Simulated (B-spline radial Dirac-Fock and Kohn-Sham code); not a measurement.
# K-line shifts caused by a second vacancy in Ga³⁺

System: the Ga³⁺ ion, configuration [Ar] 3d10, inside a Watson sphere of charge -3 and radius 3 Å (a model of the Madelung potential; inside it an electron's potential energy is raised by 14.4 eV).

Calculated with a B-spline atomic structure program, using ΔSCF Dirac-Fock with Breit, self-energy and vacuum polarisation, finite nucleus, configuration average. Each two-hole energy is an average over J within one jj subconfiguration, not an observable level; in light atoms, where LS coupling holds, the j-resolved values are not observed lines, and for a K spectator the Kα1 hypersatellite is nearly forbidden. No correlation.

Lines without a spectator: Kα2 (K-L2) 9224.4 eV, Kα1 (K-L3) 9251.6 eV, Kβ3 (K-M2) 10259.1 eV, Kβ1 (K-M3) 10262.8 eV. Shifts in eV with one spectator hole (a dash: not computed, or left out as unreliable):

```tsv
spectator hole	Kα2	Kα1	Kβ3	Kβ1
K (1s)	+330.8	+334.5	+413.3	+413.9
L2 (2p1/2)	+32.2	+39.4	–	+86.0
L3 (2p3/2)	+35.7	+34.5	+82.0	–
M2 (3p1/2)	–	+3.15	+6.28	+8.24
M3 (3p3/2)	+2.79	–	+7.62	+7.13
M4 (3d3/2)	-0.02	-1.02	–	–
M5 (3d5/2)	-1.12	-0.46	–	–
```

With n spectator holes in 2p, averaged over the 2p shell (energies in eV):

| n | KαLⁿ | step | hypersatellite KαʰLⁿ |
| --- | --- | --- | --- |
| 0 | 9242.5 | – | 9575.7 |
| 1 | 9278.5 | +36.0 | 9612.9 |
| 2 | 9315.5 | +37.0 | 9651.1 |
| 3 | 9353.6 | +38.1 | 9690.4 |
| 4 | 9392.7 | +39.1 | 9730.7 |
| 5 | 9433.0 | +40.2 | 9772.2 |
